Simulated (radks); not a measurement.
Problem. Species: Be+. Configuration: [He] 2s1. All-electron calculation, scalar-relativistic Kohn-Sham, r2SCAN, spin-polarised, spherical densities, finite nucleus; open shells are filled with parallel spins first; meta-GGA in the generalised Kohn-Sham scheme; Fermi nuclear charge, rms radius 2.519 fm. Program: a radial shooting solver on a logarithmic mesh with Libxc functionals. Some entries of the table are withheld. Estimate them.

orbital,occ.,eigenvalue (hartree),<r> (bohr),<1/r> (bohr^-1)
1s up,1,(1),(2),(3)
1s down,1,(4),(5),(6)
2s up,1,-0.53730,2.260,0.6202

Solution. 
(1) 1s up eigenvalue (hartree): -4.41332
(2) 1s up <r> (bohr): 0.4169
(3) 1s up <1/r> (bohr^-1): 3.684
(4) 1s down eigenvalue (hartree): -4.39861
(5) 1s down <r> (bohr): 0.4182
(6) 1s down <1/r> (bohr^-1): 3.672
